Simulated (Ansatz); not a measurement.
`O[SiH2]S[SiH2]F` + `[SiH3]S` → `F[SiH2]S[SiH3]` + `O[SiH2]S`  (ligand exchange at the Si–S bond)

Computed with Ansatz on PBE0-D4/def2-TZVP structures; ΔE is electronic, products minus reactants. CCSD(T)/CBS adds triple-zeta CCSD(T) − MP2 to the extrapolated MP2 energy (def2 sets, frozen cores). This one scheme is used for every species. DFT in def2-TZVPP. B3LYP here is the variant with VWN-RPA as its local correlation; programs differ in this. HSE06 is defined as in plane-wave codes. One conformer a species, not always the lowest.

`O[SiH2]S[SiH2]F`:

Cartesian coordinates in Å:
```
O 0.724 -1.143 -1.718
Si -0.183 0.186 -1.404
S -1.465 -0.062 0.296
Si -0.006 0.213 1.809
F 0.154 1.762 2.165
H 0.271 -1.977 -1.848
H 0.790 1.272 -1.167
H -1.116 0.498 -2.514
H -0.485 -0.478 3.025
H 1.317 -0.271 1.358
```

`[SiH3]S`:

Z-matrix (Å, degrees):
```
Si
S 1 2.137
H 1 1.485 2 111.6
H 1 1.485 2 111.6 3 -122.0
H 1 1.482 2 104.8 3 119.0
H 2 1.344 1 94.7 3 60.9
```

`F[SiH2]S[SiH3]`:

Z-matrix (Å, degrees):
```
Si
S 1 2.114
F 1 1.598 2 111.3
H 1 1.479 2 111.3 3 118.6
H 1 1.479 2 106.5 3 -118.1
Si 2 2.147 1 98.9 3 -64.8
H 6 1.482 2 110.8 1 88.6
H 6 1.485 2 109.5 1 -32.4
H 6 1.482 2 106.6 1 -152.0
```

`O[SiH2]S`:

```xyz
7

O     0.763   -0.879   -0.951
Si    0.146   -0.271    0.444
S    -1.319    1.248    0.134
H     0.137   -1.175   -1.615
H    -0.591   -1.288    1.234
H     1.322    0.247    1.174
H    -0.458    2.118   -0.421
```

Question: Is it downhill or uphill in electronic energy at CCSD(T)/CBS, and by how much? (Estimate.)

Answer: Ansatz gave: Nearly level: ΔE = -0.3 kcal/mol.

Question: What do these levels give: B97M-V, HSE06-D4, CAM-B3LYP-D4, PBE0, B3LYP, CAM-B3LYP, LC-ωPBE, CCSD/def2-SVP, HF/def2-TZVPP, CCSD/def2-TZVPP, CCSD(T)/def2-TZVPP, HF/CBS(def2)? (An estimate is asked.)

Answer: Computed: B97M-V -0.2, HSE06-D4 -0.3, CAM-B3LYP-D4 -0.3, PBE0 -0.4, B3LYP -0.5, CAM-B3LYP -0.5, LC-ωPBE -0.4, CCSD/def2-SVP -0.2, HF/def2-TZVPP -0.4, CCSD/def2-TZVPP -0.3, CCSD(T)/def2-TZVPP -0.3, HF/CBS(def2) -0.3 kcal/mol.

Question: What do rigid-rotor, harmonic-oscillator terms from PBE0-D4/def2-TZVP frequencies (298.15 K, 1 bar) make of the CCSD(T)/CBS value? (Best estimate.)

Answer: Computed: ΔZPE = +0.2 kcal/mol, ΔH = -0.3 kcal/mol, ΔS = 1 J/(mol·K), ΔG = -0.4 kcal/mol. Modes under 50 cm⁻¹ make the entropy rough.

Largest T1 diagnostic among the species: 0.012.

Leaving LDA and LC-ωPBE aside and taking each functional with its dispersion term where it has one, the values, not all of them listed here, spread over 0.2 kcal/mol, from B2PLYP to r2SCAN0-D4.
